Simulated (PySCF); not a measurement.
[BiF2]+ at several levels of theory

Computed with PySCF 2.14.0 (density fitting, no spin-orbit coupling) at the geometry relaxed with BP86:

```xyz
3
[BiF2]+ (singlet)
Bi    0.0000    0.0000   -0.4836
F     1.4847    0.0000    0.8579
F    -1.4847    0.0000    0.8579
```

```
 level                                 basis    state  HOMO (eV)  gap (eV)  charge on Bi1 (e)  dipole about the centre of mass (D)  largest force component (eV/Å)
  BP86    Bi def2-SVP with ECP60, F def2-SVP  singlet     -15.20      3.60               1.55                                 3.91                            0.05
r2SCAN                              the same  singlet     -15.56      4.08               1.65                                 4.26                            0.68
  BLYP                              the same  singlet     -14.95      3.54               1.54                                 3.87                            0.26
 B3LYP                              the same  singlet     -16.54      5.42               1.66                                 4.37                            0.62
  TPSS                              the same  singlet     -15.20      3.80               1.59                                 4.02                            0.26
  BP86  Bi def2-TZVP with ECP60, F def2-TZVP  singlet     -15.48      3.76               1.59                                 4.05                            1.18
```

Charges are Mulliken's, which hang on the basis. The relaxation used the grid (50, 194), these runs (75, 302) or, all-electron (x2c bases, spin-free X2C Hamiltonian), (99, 590).

What does BP86 with Bi x2c-SVPall, F x2c-SVPall give here?

state singlet, HOMO (eV) -15.22, gap (eV) 3.60, charge on Bi1 (e) 1.59, dipole about the centre of mass (D) 3.90, largest force component (eV/Å) 0.41. Time: 8.1 s on 2 threads of Arm Neoverse V2 (shared host), from free ions and atoms.

In the first row's basis the gap widens with exact exchange: 3.5 to 4.1 eV for BLYP, BP86, TPSS, r2SCAN (none); 5.4 eV for B3LYP (a fixed share).
